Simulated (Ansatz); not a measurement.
Consider the redistribution: `[SiH3][SiH]1[CH2][AlH]1` + `N[CH2][Zn][F]` → `N[CH2][Zn][SiH3]` + `F[SiH]1[CH2][AlH]1`.

Isolated molecules relaxed with PBE0-D4/def2-TZVP in Ansatz; ΔE leaves out vibrations. CCSD(T)/CBS adds triple-zeta CCSD(T) − MP2 to the extrapolated MP2 energy (def2 sets, frozen cores). DFT in def2-TZVPP. B3LYP here is the variant with VWN-RPA as its local correlation; programs differ in this. For Zn outer-core shells are correlated without core-valence functions, which leaves a few kJ/mol of doubt a bond. Scalar relativity is left out up to krypton. Each species was taken in one conformer, which may not be the lowest.

`[SiH3][SiH]1[CH2][AlH]1`:

Cartesian coordinates in Å:
```
Si -0.591 1.192 1.494
Si -0.779 -0.475 -0.114
C 0.956 -1.168 -0.620
Al 0.351 -0.065 -2.106
H -1.829 2.014 1.574
H -0.286 0.666 2.855
H 0.534 2.086 1.093
H -1.844 -1.472 0.190
H 0.908 -2.232 -0.883
H 1.800 -1.006 0.049
H 0.780 0.460 -3.533
```

`N[CH2][Zn][F]`:

```xyz
8

N    -0.634    0.921    0.583
C    -0.294   -0.432    0.151
Zn    1.435   -0.465   -0.719
F     3.005   -0.490   -1.505
H    -0.803    1.529   -0.207
H    -1.484    0.920    1.136
H    -0.177   -1.061    1.040
H    -1.048   -0.923   -0.479
```

`N[CH2][Zn][SiH3]`:

```xyz
11

N     1.625   -0.532   -1.871
C     1.715   -0.245   -0.429
Zn   -0.007    0.103    0.500
Si   -2.166    0.494    1.445
H     1.051   -1.347   -2.045
H     1.195    0.236   -2.370
H     2.386    0.609   -0.296
H     2.231   -1.081    0.051
H    -3.080   -0.675    1.282
H    -2.857    1.663    0.823
H    -2.094    0.775    2.910
```

`F[SiH]1[CH2][AlH]1`:

Z-matrix (Å, degrees):
```
Si
C 1 1.868
Al 1 2.321 2 54.9
F 1 1.606 2 119.9 3 -126.3
H 1 1.487 2 111.0 3 108.4
H 2 1.088 1 125.4 3 -141.2
H 2 1.110 1 109.5 3 87.2
H 3 1.583 1 170.6 2 -166.7
```

Problem. Is it downhill or uphill in electronic energy at CCSD(T)/CBS, and by how much? (An estimate is asked.)

Solution. Ansatz gave: Downhill: ΔE = -34.7 kJ/mol.

Problem. What do these levels give: r2SCAN-D4, PBE0-D4, ωB97X-V, B2PLYP, r2SCAN, PBE0, B3LYP, SCS-MP2/def2-TZVPP, CCSD(T)/def2-TZVPP, MP2/def2-QZVPP, SCS-MP2/def2-QZVPP, HF/CBS(def2)? (An estimate is asked.)

Solution. Computed: r2SCAN-D4 -38.6, PBE0-D4 -35.6, ωB97X-V -34.8, B2PLYP -41.3, r2SCAN -39.4, PBE0 -38.7, B3LYP -46.2, SCS-MP2/def2-TZVPP -36.0, CCSD(T)/def2-TZVPP -36.4, MP2/def2-QZVPP -32.9, SCS-MP2/def2-QZVPP -34.0, HF/CBS(def2) -39.8 kJ/mol.

Largest T1 diagnostic among the species: 0.015.

The D4 term adds +5.6 kJ/mol with B3LYP and +3.1 kJ/mol with PBE0; it sums over pairs of atoms, weighted by their polarisabilities, and B3LYP, whose exchange is more repulsive, gets the larger term. In def2-TZVPP, CCSD(T) changes the Hartree–Fock value by +7.0 kJ/mol (the triples alone add +0.8 kJ/mol) and MP2 by +8.5 kJ/mol.
